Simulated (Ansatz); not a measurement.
Basis-set extrapolation for FH$_{5}$NSi$_{2}$, SMILES `N[Si](F)[SiH3]` radical (PBE0-D4/def2-TZVP geometry, frozen core, the Gaussian-basis code of Ansatz). Multiplicity 2, UHF reference.

|  | def2-TZVPP | def2-QZVPP |
| --- | --- | --- |
| HF | -734.812506 | -734.838793 |
| MP2 correlation | -0.687860 | -0.745744 |
| CCSD(T) correlation | -0.752575 | not run |

Energies in hartree. Use E(X) = E(∞) + A·exp(−7.88·√X) for Hartree–Fock and E(X) = E(∞) + B·X^(−2.97) for correlation, with X = 3 and 4, and add CCSD(T) minus MP2 of the smaller set to the MP2 limit.

Question: What is the CCSD(T) energy at the basis-set limit?

Answer: HF limit: -734.838793 + (-0.026287) × 0.13774 = -734.84241. MP2 limit: -0.745744 + (-0.057884) × 0.74074 = -0.78862. Higher-order term: -0.752575 − (-0.687860) = -0.06471. Total: -735.69574 hartree, 343.0 kJ/mol below CCSD(T)/def2-TZVPP.
